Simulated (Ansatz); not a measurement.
Coupled-cluster run, `[F][SnH2][Br]`.

```yaml
crystal:
  periodic: [false, false, false]
  atoms:
    - {symbol: F, position_ang: [1.281293, -1.280267, 0.460908]}
    - {symbol: Sn, position_ang: [-0.075780, 0.037551, 0.166977]}
    - {symbol: Br, position_ang: [-0.078900, 0.428681, -2.259607]}
    - {symbol: H, position_ang: [-1.534862, -0.693947, 0.624912]}
    - {symbol: H, position_ang: [0.458149, 1.434382, 0.965409]}
basis:
  gaussian: {orbitals: def2-SVP}
correlation: {method: ccsd_t}
```

```sh
$ ansatz run in.yaml --threads 2 --pin off --events-out ev --progress --plain --max-ram 22528MiB --backend cpu
```

Log, shortened:

```
Functional definition: HF
873 factors; integrals over basis functions are off by at most 3.2e-4 eV
mean field evaluation 1: about -78530.6302 eV, gradient 3.1e1 eV
mean field evaluation 2: about -78530.6760 eV, gradient 3.1e1 eV
mean field evaluation 4: about -78532.7665 eV, gradient 1.7e0 eV
mean field evaluation 8: about -78532.7813 eV, gradient 1.7e-1 eV
mean field evaluation 16: about -78532.7189 eV, gradient 6.0e-1 eV
mean field -78532.78142698 eV, -2886.0264860102 hartree, gradient 9.4e-6 eV, S^2 0.000000; 0 other end points of the search recorded, 0 dependent functions left out
14 core orbitals not correlated: weight in the atoms' cores, before any rotation towards them, 1.000 or more for the frozen orbitals, at most 0.000 for the correlated occupied ones
reference -78532.78142698 eV, -2886.0264860102 hartree; 20, 20 occupied and 48, 48 virtual orbitals, 873 factors
second order -14.39577100 eV of doubles, -0.00000000 eV of singles
cycle   1  -14.46568062 eV  change   -7.0e-2 eV  update   8.9e-2
cycle   2  -14.79174533 eV  change   -3.3e-1 eV  update   2.8e-2
cycle   3  -14.88219993 eV  change   -9.0e-2 eV  update   1.6e-2
cycle   4  -14.87393393 eV  change    8.3e-3 eV  update   3.2e-3
cycle   5  -14.87203026 eV  change    1.9e-3 eV  update   1.3e-3
cycle   6  -14.87248349 eV  change   -4.5e-4 eV  update   3.9e-4
cycle   7  -14.87233010 eV  change    1.5e-4 eV  update   1.4e-4
cycle   8  -14.87226394 eV  change    6.6e-5 eV  update   4.0e-5
cycle   9  -14.87227948 eV  change   -1.6e-5 eV  update   1.5e-5
perturbative correction -0.29225825 eV, -0.0107402925 hartree
Total energy: -78547.94596470 eV, -2886.5837724927 hartree
```

Hardware: 2 threads of an AMD EPYC 7R13 on a shared host. Wall time 3.3 s, peak host memory 0.36 GiB.

The correlation energy is -15.165 eV, 1.9 % of it from (T); the T1 diagnostic reads 0.0093.
